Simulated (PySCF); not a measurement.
Run times: iron in even-tempered 21s14p10d5f4g

Measured wall times of calculations with PySCF 2.14 in an even-tempered Gaussian basis (21 s from 0.13 bohr⁻², ratio 2.5; 14 p from 0.17 bohr⁻², ratio 2.5; 10 d from 0.17 bohr⁻², ratio 2.5; 5 f from 0.97 bohr⁻², ratio 2.7; 4 g from 1.4 bohr⁻², ratio 2.7), with the spin-free X2C one-electron Hamiltonian (Gaussian nucleus), run from one Python driver. Hardware: 2 threads of Neoverse-V2 on a shared host, 2.6 GiB allowed. The two-electron integrals over 184 functions were computed once and kept in memory (2 CPU seconds with the set-up); the times below exclude them. Kohn-Sham runs start from converged Hartree-Fock orbitals.

Launch command (the driver calls PySCF for each step listed in the task file):

```bash
OMP_NUM_THREADS=2 python atomrun2.py TASK.json OUT
```

```json
{"species": "Fe⁴⁺ [Ar] 3d4", "step": "UHF with spin-orbit constants", "iterations": "6", "wall time (s)": "18"}
{"species": "Fe⁴⁺ [Ar] 3d4", "step": "LDA", "iterations": "6", "wall time (s)": "2.2"}
{"species": "Fe⁴⁺ [Ar] 3d4", "step": "PBE", "iterations": "6", "wall time (s)": "2.7"}
{"species": "Fe⁴⁺ [Ar] 3d4", "step": "PBE0", "iterations": "6", "wall time (s)": "6.3"}
{"species": "Fe⁴⁺ [Ar] 3d4", "step": "MP2 (12 electrons)", "iterations": "", "wall time (s)": "3.7"}
{"species": "Fe⁵⁺ [Ar] 3d3", "step": "UHF with spin-orbit constants", "iterations": "5", "wall time (s)": "16"}
{"species": "Fe⁵⁺ [Ar] 3d3", "step": "LDA", "iterations": "6", "wall time (s)": "2.2"}
{"species": "Fe⁵⁺ [Ar] 3d3", "step": "PBE", "iterations": "5", "wall time (s)": "2.3"}
{"species": "Fe⁵⁺ [Ar] 3d3", "step": "PBE0", "iterations": "5", "wall time (s)": "5.4"}
{"species": "Fe⁵⁺ [Ar] 3d3", "step": "r2SCAN", "iterations": "5", "wall time (s)": "6.4"}
{"species": "Fe⁵⁺ [Ar] 3d3", "step": "MP2 (11 electrons)", "iterations": "", "wall time (s)": "3.6"}
```

Problem. Roughly how long does r2SCAN take for Fe⁴⁺ [Ar] 3d4 here?

Solution. About 7.5 s.

Peak memory of the process: 1.6 GiB. Times on a shared host vary from run to run.
